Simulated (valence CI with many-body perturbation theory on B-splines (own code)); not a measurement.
## Mo18+: input, log and results

Calculated by valence CI with perturbative core correlation (CI+MBPT): six valence electrons over a frozen Dirac-Fock core [Ar], radial functions for each j: 7 s, 7 p, 8 d, 6 f, 4 g, 1 h, with the one-electron correlation potential Σ1 (screened to all orders), the two-electron term Σ2, the three-electron term Σ3, Breit, model QED; selected single and double excitations, second order for the rest, scaled by the run's own slope (own B-spline code, finite nucleus).

Command, and the settings that its task file holds:

```sh
python run_cv.py task.json out
```

```
atom Mo  Z=42  mass_number=98  rms_radius_fm=4.4091
core [Ar]
valence 3d6
avg = 1
basis = M
breit = 1
cap = 60000
capref = 1200
cscale = 1
de = 0.0
dress = 0
eps = 2e-08
extrap = 1
h = 0.27
hh = 1
l2 = 3
lcore = 6
maxit = 60
n2 = 5
natural = 1
nlev = 35
nno = [4, 4, 5, 4, 3, 1]
nroot = 26
nsp = [3, 3, 3, 2, 1, 0]
pt2 = 1
qed = 1
rpa = 1
s1 = 1
s2 = 1
s3 = 1
screen = 1
tol = 2e-05
whole = 1
```

Problem. Roughly how long does this run take on one core of Intel(R) Xeon(R) Processor @ 2.30GHz, and how much memory?

Solution. 13 min on 1 thread of Intel(R) Xeon(R) Processor @ 2.30GHz, on a shared host, peak memory 1.9 GiB.

Log. The first blocks belong to the next ion, which gives the ionisation energy. Fields: 2J, parity (1 odd), roots, reference size, generating configurations, candidates as configurations/state functions, variational space P, stored matrix elements, Davidson steps; e2 is the range of second-order energies in hartree. The first line gives the box (bohr), its intervals, the orbitals and the steps of their self-consistent field. Window is the range of levels sought, series limit the energy at which the first omitted orbital would enter, core excitation an estimate of the first excitation out of the core, left out the lowest levels not solved, and shifts from estimates the range by which levels moved from their first estimate, all in cm⁻¹.

```
rmax 6.0 intervals 60 orbitals 59 references ['3d6', '3d5 4s', '3d5 4p'] scf 6 t 1.1
2J=5 par=0 roots 2 ref 81 generators 5 cand 372/5775 P 390/5856 nnz 8e+06 it 6
2J=5 par=0 roots 2 ref 81 generators 12 cand 1801/23873 P 2191/29729 nnz 1.7e+08 it 8
   second order: generators 22 cand 18537/525476 e2 -0.00046 -0.00028
reference levels 654, estimated 34, window 356987 1/cm; series limit 4875312, core excitation 1083531
2J=8 par=0 roots 7 ref 77 generators 4 cand 419/9694 P 578/11874 nnz 3e+07 it 9
2J=8 par=0 roots 7 ref 77 generators 4 cand 1053/20493 P 1631/32367 nnz 2e+08 it 9
   second order: generators 11 cand 18647/1952786 e2 -0.00322 -0.00234
2J=6 par=0 roots 6 ref 88 generators 3 cand 420/9531 P 573/11829 nnz 3e+07 it 9
2J=6 par=0 roots 6 ref 88 generators 3 cand 1065/20677 P 1638/32506 nnz 2e+08 it 8
   second order: generators 12 cand 25061/2671227 e2 -0.00310 -0.00226
2J=4 par=0 roots 8 ref 86 generators 4 cand 523/9765 P 687/11948 nnz 3e+07 it 9
2J=4 par=0 roots 8 ref 86 generators 4 cand 1275/20879 P 1962/32827 nnz 2e+08 it 8
   second order: generators 17 cand 31561/2610397 e2 -0.00216 -0.00155
2J=2 par=0 roots 4 ref 60 generators 3 cand 714/9488 P 932/12009 nnz 2.8e+07 it 9
2J=2 par=0 roots 4 ref 60 generators 3 cand 1975/22000 P 2907/34009 nnz 2e+08 it 8
   second order: generators 12 cand 20316/1107675 e2 -0.00030 -0.00021
2J=0 par=0 roots 5 ref 26 generators 4 cand 2151/9488 P 2624/11898 nnz 2.5e+07 it 8
2J=0 par=0 roots 5 ref 26 generators 4 cand 804/3572 P 3428/15470 nnz 4.1e+07 it 8
   second order: generators 25 cand 34842/704531 e2 -0.00035 -0.00013
2J=12 par=0 roots 2 ref 31 generators 2 cand 608/9410 P 814/11896 nnz 3e+07 it 5
2J=12 par=0 roots 2 ref 31 generators 2 cand 1296/20144 P 2110/32040 nnz 2e+08 it 6
   second order: generators 8 cand 20813/1816124 e2 -0.00089 -0.00083
2J=10 par=0 roots 2 ref 52 generators 2 cand 442/9117 P 617/11584 nnz 2.9e+07 it 5
2J=10 par=0 roots 2 ref 52 generators 2 cand 1111/20497 P 1728/32081 nnz 2e+08 it 6
   second order: generators 8 cand 21309/2083245 e2 -0.00193 -0.00191
left out: unestimated 2352415, estimated none, shifts from estimates -973 to 517
operators 1.9
```

The Davidson iterations converged.

No measured spectrum was set against this ion. As an estimate, terms of the open shell hold to 2 to 4 % of their energy, and close levels can change places. Core correlation moves these levels by up to 9500 cm⁻¹, and in measured spectra 5 to 20 % of such shifts remained as error; rates that hang on mixing are uncertain with them. Among the levels kept, up to 710 cm⁻¹ of a level comes from second order outside the variational space, and about a tenth of that is noise between levels of different J, which matters for small intervals. Only levels of the ground parity were solved; by the run's estimate the other parity begins above the list, which can be wrong where configurations are misplaced.

| Property | Result |
| --- | --- |
| Valence energy | -203.3311 hartree |
| Ionisation energy | 757.69 eV (NIST: 758 ± 3 eV (theoretical)) |
| Reference configurations for the orbitals | 3d6, 3d5 4s, 3d5 4p |
| Radial orbitals | 59 |
| Box radius | 6.032 bohr |
| Largest variational space | 34009 |
| Lowest levels | 3d6 5D_4 0.0, 3d6 5D_3 15983, 3d6 5D_2 19432, 3d6 5D_1 25657, 3d6 5D_0 27535, 3d6 3F_4 [a] 64002, 3d6 3P_2 [a] 70531, 3d6 3H_6 71901, 3d6 3H_5 74062, 3d6 3F_3 [a] 85047, 3d6 3F_2 [a] 88184, 3d6 3H_4 92754, 3d6 3P_0 [a] 100870, 3d6 3G_5 103780 cm⁻¹ |

Names give the largest LS component (configuration and term), which can be under half, so a name can repeat, a term be missing and a line seem to break the LS rules; names also repeat where a configuration has a term twice. Letters in brackets count levels of one name in rising energy.
